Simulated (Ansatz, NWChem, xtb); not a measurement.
# Ligand exchange: HI + C3H8O → H2O + C3H7I

Species: HI (hydrogen iodide), singlet; C3H8O (1-propanol) `CCCO`, singlet; H2O `O`, singlet; C3H7I (1-iodopropane) `CCCI`, singlet. The partners trade I for OH: H–I and C–OH bonds give way to H–OH and C–I.

Shapes, held fixed at every level: PBE0-D4/def2-TZVP. Flexible molecules stand in one conformer, not always the lowest. Programs: Ansatz 0.2.0, NWChem 7.3.0, xtb 6.7.1. A level may come from different programs for different species; with the same settings they agree closely. Electronic energies: no zero-point or thermal term.

```json
{"level": "GFN0-xTB", "kind": "semi-empirical", "ΔE (kJ/mol)": "+27.9", "less CCSD(T)/def2-TZVPP": "+73.4"}
{"level": "HF/def2-SVP", "kind": "Hartree–Fock", "ΔE (kJ/mol)": "-7.7", "less CCSD(T)/def2-TZVPP": "+37.8"}
{"level": "B3LYP-D4/def2-TZVPP", "kind": "global hybrid", "ΔE (kJ/mol)": "-42.5", "less CCSD(T)/def2-TZVPP": "+3.0"}
{"level": "PBE0-D4/def2-TZVPP", "kind": "global hybrid", "ΔE (kJ/mol)": "-43.4", "less CCSD(T)/def2-TZVPP": "+2.1"}
{"level": "wB97M-V/def2-TZVPP", "kind": "range-separated hybrid", "ΔE (kJ/mol)": "-40.5", "less CCSD(T)/def2-TZVPP": "+5.0"}
{"level": "wB97X-V/def2-TZVPP", "kind": "range-separated hybrid", "ΔE (kJ/mol)": "-36.6", "less CCSD(T)/def2-TZVPP": "+8.9"}
{"level": "B2PLYP/def2-TZVPP", "kind": "double hybrid", "ΔE (kJ/mol)": "-41.9", "less CCSD(T)/def2-TZVPP": "+3.6"}
{"level": "MP2/def2-TZVPP", "kind": "perturbation theory", "ΔE (kJ/mol)": "-58.4", "less CCSD(T)/def2-TZVPP": "-12.9"}
{"level": "CCSD(T)/def2-TZVPP", "kind": "coupled cluster or CI", "ΔE (kJ/mol)": "-45.5", "less CCSD(T)/def2-TZVPP": "0.0"}
```

The highest level, CCSD(T)/def2-TZVPP, gives ΔE = -45.5 kJ/mol; the levels span -58.4 to +27.9. They disagree on the sign: 1 of 9 are positive. GFN0-xTB strays far from the other rows. The column of differences is taken from that level and isn't an error. No measured value is set beside it here. For atoms past krypton def2 sets carry core potentials with scalar relativity. Outer-core shells of I are correlated in most correlated rows, in sets that cover them unevenly.
